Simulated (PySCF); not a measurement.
A search over the determinants of TeH⁺

Unrestricted PBE0; Te def2-SVP with ECP28, H def2-SVP; scalar-relativistic core potentials (PySCF 2.14). Outer shells of the fragments: Te+ 4d10 5s2 5p3; H 1s1.

Followed along the bond (rough minima from three points):

```
2Ms+1    unpaired  ⟨S²⟩ at the start  R at minimum (Å)  Te (eV)
    3        π ↑↑               2.01              1.68     0.00
    1        π ↑↓               1.01              1.68     0.41
    1        none               0.00              1.68     1.58
    5  σ ↑↑, π ↑↑               6.00  none in the scan   ≤ 5.16
```

Solutions found at the starting distance of 1.740 Å, counted from the lowest of them; the search is not exhaustive and high or unbound solutions are not listed, so other states can lie among these:

```tsv
2Ms+1	unpaired	term	E (eV)	⟨S²⟩	⟨Lz²⟩	μ (D)
3	π ↑↑	³Σ⁻	0.00	2.01	0.00	0.85
1	π ↑↓	mixed	0.41	1.01	2.01	0.86
1	none	mixed	1.58	0.00	2.00	0.88
3	σ ↑, π ↑	³Π	3.64	2.01	1.00	1.82
1	σ ↓, π ↑	mixed	3.89	1.01	1.00	1.84
5	σ ↑↑, π ↑↑	⁵Σ⁻	6.02	6.00	0.00	0.50
```

A term symbol is given only where ⟨S²⟩ and ⟨Lz²⟩ are close to those of a pure state; real π, δ and φ orbitals otherwise mix terms. A positive dipole points towards H; it is taken about the centre of mass and depends on that origin.

Spin–orbit coupling is left out. Counting both spins, an empty level lies below a filled one in some of these solutions, because spin and occupation are held.
